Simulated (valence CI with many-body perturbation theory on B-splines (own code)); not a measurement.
## E1 transitions of Zn16+

Level of theory: configuration interaction combined with many-body perturbation theory (CI+MBPT): four valence electrons over a frozen Dirac-Fock core [Ne], radial functions for each j: 11 s, 11 p, 9 d, 7 f, 5 g, 2 h, 1 i, with the one-electron correlation potential Σ1, the two-electron term Σ2, the three-electron term Σ3, Breit, model QED; selected CI, second order for the rest (own B-spline code, finite nucleus).

No measured levels were compared; by estimate levels of excited configurations hold to 0.05 to 0.15 % of their energy, terms of the ground configuration to about 0.5 %.

Lines 101 to 150 of 216 in falling wavelength, among levels below 1070000 cm⁻¹, chosen from the strongest by gf and those to the six lowest levels. Wavelengths and rates use the calculated energies, so an error of 200 cm⁻¹ moves a line at 192.0 Å by 0.038 % and its rate by three times that or more. Electric multipoles are in the length gauge, E1 and E2 with the static RPA response of the core. Weak lines are less certain than strong ones. Lines between different terms over intervals too small for the method are left out, as are lines whose strength nearly cancels. Where a level lies close to another of its J and parity, the split of strength between their lines is uncertain. The highest levels of a list are the least certain.

Names give the largest LS component (configuration and term), which can be under half, so a name can repeat, a term be missing and a line seem to break the LS rules; names also repeat where a configuration has a term twice. Letters in brackets count levels of one name in rising energy.

| λ vac (Å) | Upper | Lower | A (s⁻¹) | S (a.u.) with core polarisation | S without |
| --- | --- | --- | --- | --- | --- |
| 192.0 | 3s 3p2 3d 1F_3 | 3s 3p3 1D°_2 | 9.00e+09 | 2.20e-01 | 2.27e-01 |
| 191.4 | 3p4 3P_1 | 3s 3p3 5S°_2 | 1.65e+03 | 1.71e-08 | 1.78e-08 |
| 191.4 | 3s 3p3 3S°_1 | 3s2 3p2 3P_1 | 2.07e+10 | 2.15e-01 | 2.22e-01 |
| 189.6 | 3s2 3p 3d 3P°_1 | 3s2 3p2 1S_0 | 1.77e+07 | 1.78e-04 | 1.85e-04 |
| 188.9 | 3s 3p2 3d 3P_0 [a] | 3s 3p3 3P°_1 | 2.25e+10 | 7.48e-02 | 7.72e-02 |
| 188.8 | 3s 3p2 3d 5F_1 | 3s 3p3 5S°_2 | 1.28e+07 | 1.27e-04 | 1.31e-04 |
| 187.2 | 3s2 3p 3d 3F°_3 | 3s2 3p2 3P_2 | 1.28e+09 | 2.90e-02 | 2.98e-02 |
| 187.2 | 3s 3p2 3d 5F_2 | 3s 3p3 5S°_2 | 9.62e+07 | 1.56e-03 | 1.60e-03 |
| 186.6 | 3s2 3p 3d 3F°_2 | 3s2 3p2 3P_1 | 3.99e+08 | 6.40e-03 | 6.59e-03 |
| 186.1 | 3p4 1D_2 | 3s 3p3 5S°_2 | 5.28e+06 | 8.39e-05 | 8.65e-05 |
| 184.5 | 3s 3p2 3d 5F_3 | 3s 3p3 5S°_2 | 1.99e+08 | 4.31e-03 | 4.44e-03 |
| 183.3 | 3s 3p3 3S°_1 | 3s2 3p2 3P_0 | 9.78e+09 | 8.93e-02 | 9.22e-02 |
| 183.3 | 3s2 3p 3d 3P°_2 | 3s2 3p2 1D_2 | 1.06e+10 | 1.61e-01 | 1.66e-01 |
| 183.2 | 3s 3p2 3d 3P_2 [a] | 3s 3p3 3D°_3 | 2.55e+10 | 3.86e-01 | 3.99e-01 |
| 182.5 | 3s 3p2 3d 1P_1 | 3s 3p3 1D°_2 | 3.15e+10 | 2.84e-01 | 2.93e-01 |
| 182.1 | 3s 3p3 1P°_1 | 3s2 3p2 3P_2 | 4.76e+08 | 4.26e-03 | 4.41e-03 |
| 180.4 | 3s 3p2 3d 3P_2 [a] | 3s 3p3 3D°_2 | 1.90e+10 | 2.75e-01 | 2.84e-01 |
| 180.2 | 3s 3p2 3d 3P_2 [a] | 3s 3p3 3D°_1 | 3.17e+09 | 4.57e-02 | 4.71e-02 |
| 179.6 | 3s2 3p 3d 3D°_1 | 3s2 3p2 1D_2 | 1.40e+09 | 1.20e-02 | 1.24e-02 |
| 179.6 | 3s 3p2 3d 3P_1 [b] | 3s 3p3 1D°_2 | 2.86e+09 | 2.45e-02 | 2.53e-02 |
| 178.1 | 3s 3p2 3d 1F_3 | 3s 3p3 3P°_2 | 1.23e+10 | 2.41e-01 | 2.48e-01 |
| 177.3 | 3s 3p2 3d 3D_3 [b] | 3s 3p3 1D°_2 | 8.76e+09 | 1.69e-01 | 1.74e-01 |
| 177.0 | 3s 3p3 1P°_1 | 3s2 3p2 3P_1 | 1.13e+10 | 9.29e-02 | 9.59e-02 |
| 176.9 | 3s 3p2 3d 3P_2 [b] | 3s 3p3 1D°_2 | 1.60e+09 | 2.18e-02 | 2.24e-02 |
| 176.5 | 3s 3p2 3d 5D_1 | 3s 3p3 5S°_2 | 5.36e+08 | 4.36e-03 | 4.49e-03 |
| 176.0 | 3s 3p2 3d 5D_2 | 3s 3p3 5S°_2 | 1.60e+09 | 2.15e-02 | 2.21e-02 |
| 175.2 | 3s 3p2 3d 5D_3 | 3s 3p3 5S°_2 | 2.37e+09 | 4.41e-02 | 4.54e-02 |
| 174.8 | 3s2 3p 3d 1D°_2 | 3s2 3p2 1D_2 | 3.67e+10 | 4.83e-01 | 4.99e-01 |
| 174.5 | 3s 3p2 3d 3P_1 [a] | 3s 3p3 3D°_2 | 1.34e+10 | 1.05e-01 | 1.09e-01 |
| 174.3 | 3s 3p2 3d 3P_1 [a] | 3s 3p3 3D°_1 | 2.58e+10 | 2.02e-01 | 2.09e-01 |
| 172.4 | 3s 3p2 3d 3F_3 [b] | 3s 3p3 3P°_2 | 1.55e+09 | 2.75e-02 | 2.84e-02 |
| 171.9 | 3s2 3p 3d 3P°_1 | 3s2 3p2 1D_2 | 6.41e+09 | 4.82e-02 | 4.97e-02 |
| 171.4 | 3s2 3p 3d 3D°_3 | 3s2 3p2 1D_2 | 7.36e+09 | 1.28e-01 | 1.32e-01 |
| 170.8 | 3s 3p2 3d 3D_1 [b] | 3s 3p3 3P°_1 | 5.03e+09 | 3.71e-02 | 3.82e-02 |
| 170.5 | 3s2 3p 3d 3D°_2 | 3s2 3p2 1D_2 | 2.88e+10 | 3.52e-01 | 3.63e-01 |
| 170.1 | 3s 3p2 3d 3D_1 [b] | 3s 3p3 3P°_0 | 1.92e+10 | 1.40e-01 | 1.44e-01 |
| 170.1 | 3s 3p3 1P°_1 | 3s2 3p2 3P_0 | 2.23e+09 | 1.62e-02 | 1.67e-02 |
| 169.9 | 3s 3p2 3d 1P_1 | 3s 3p3 3P°_2 | 1.25e+10 | 9.06e-02 | 9.35e-02 |
| 169.7 | 3s 3p2 3d 3P_0 [a] | 3s 3p3 3D°_1 | 3.10e+10 | 7.48e-02 | 7.72e-02 |
| 169.7 | 3s2 3p 3d 3P°_2 | 3s2 3p2 3P_2 | 2.45e+10 | 2.95e-01 | 3.04e-01 |
| 169.3 | 3s 3p2 3d 3D_2 [b] | 3s 3p3 3P°_1 | 3.08e+10 | 3.69e-01 | 3.80e-01 |
| 168.7 | 3s 3p2 3d 3F_2 [a] | 3s 3p3 5S°_2 | 1.13e+08 | 1.33e-03 | 1.37e-03 |
| 168.3 | 3s 3p2 3d 3P_0 [b] | 3s 3p3 3P°_1 | 4.71e+10 | 1.11e-01 | 1.14e-01 |
| 167.6 | 3s 3p2 3d 3D_2 [a] | 3s 3p3 3D°_3 | 1.16e+10 | 1.34e-01 | 1.38e-01 |
| 167.4 | 3s 3p2 3d 3P_1 [b] | 3s 3p3 3P°_2 | 7.77e+09 | 5.39e-02 | 5.56e-02 |
| 166.9 | 3s 3p2 3d 3P_1 [b] | 3s 3p3 3P°_1 | 2.16e+10 | 1.49e-01 | 1.53e-01 |
| 166.7 | 3s 3p2 3d 3D_3 [a] | 3s 3p3 3D°_3 | 3.49e+10 | 5.59e-01 | 5.76e-01 |
| 166.5 | 3s2 3p 3d 3D°_1 | 3s2 3p2 3P_2 | 3.68e+09 | 2.52e-02 | 2.59e-02 |
| 166.2 | 3s 3p2 3d 3P_1 [b] | 3s 3p3 3P°_0 | 1.83e+10 | 1.24e-01 | 1.28e-01 |
| 165.8 | 3s 3p2 3d 3F_3 [a] | 3s 3p3 5S°_2 | 1.29e+09 | 2.04e-02 | 2.10e-02 |
